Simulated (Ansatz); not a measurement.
Molecule: MoCl, charge 0, multiplicity 6. The spin state was set by rule; other spins were not relaxed. SMILES: [Cl][Mo]
Geometry: optimised at B3LYP-D3(BJ)/def2-TZVP (Ansatz, a quantum-chemistry and plane-wave program).

Property: vertical electron affinity (to the septet state of charge -1; a negative value means that the extra electron is unbound and the number depends on the basis; each state is the SCF solution reached for its spin), in eV. Cores are frozen in the correlated levels unless marked. UHF or UKS for open shells. No spin-orbit coupling. The frozen core is the preceding noble-gas configuration, with the filled d and f shells of earlier blocks. Past Kr the def2 sets carry scalar-relativistic core potentials. Anions need diffuse functions: def2-D sets add few. 

| level | program | vertical electron affinity (eV) |
|---|---|---|
| SVWN5/def2-TZVPD | Ansatz | 1.04 |
| r2SCAN/def2-TZVPD | Ansatz | 0.93 |
| PBE0/def2-TZVPD | Ansatz | 0.91 |
| wB97M-V/def2-TZVPD | Ansatz | 0.87 |
| CCSD/def2-SVPD | Ansatz | 0.90 |
| CCSD/def2-QZVPPD | Ansatz | 0.99 |
